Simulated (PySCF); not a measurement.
These compounds are isomers of formula C$_{7}$H$_{11}$OP.

A. SMILES Cc1pcoc1C(C)C
B. `InChI=1S/C7H11OP/c1-3-7(8-2)9-6-4-5-6/h3,6H,1,4-5H2,2H3`
C. `CC(C)(C)c1cpco1`

Spectrum 1. 13C{1H} NMR (computed): δ 184.1 (CH), 168.1 (C), 134.1 (C), 29.7 (CH), 22.7 (CH3), 12.9 (CH3).

Spectrum 2. 13C{1H} NMR (computed): δ 186.8 (CH), 176.3 (C), 121.1 (CH), 35.2 (C), 30.5 (CH3).

Spectrum 3. 13C{1H} NMR (computed): δ 222.1 (C), 137.9 (CH), 120.1 (CH2), 57.8 (CH3), 9.3 (CH2), 6.5 (CH).

- geometry: PBE0-D3(BJ)/def2-SVP
- shielding tensors at PBE0/pcSseg-1 (GIAO)
- program: PySCF 2.14
- one computed conformer, no solvent model, one averaged value for each set of equivalent atoms, relativity neglected

Scale: 13C (184.41 ppm) against TMS (reference shieldings calculated alike). Splittings of carbon signals by F and P are missing where no couplings were computed. Shifts are as computed. Against solution values, carbons near 30 ppm lie about +2 ppm off and those near 130 ppm about +5 ppm. Of 1313 compounds with measured shifts, 239 miss one by over three times the rms of a fit or turn the order of signals round; such compounds aren't used in these exercises.

Question: Which spectrum belongs to which compound?

Answer: 1–A, 2–C, 3–B.

- Spectrum 1 (A): 6 13C signals; δC 29.7 is an sp3 CH on an aromatic ring; δC 22.7 is a methyl carbon.
- Spectrum 2 (C): 5 13C signals; δC 35.2 is a quaternary sp3 carbon on an aromatic ring; δC 30.5 is a methyl carbon.
- Spectrum 3 (B): 6 13C signals; δC 137.9 is an alkene CH; δC 120.1 is a terminal =CH2 carbon.
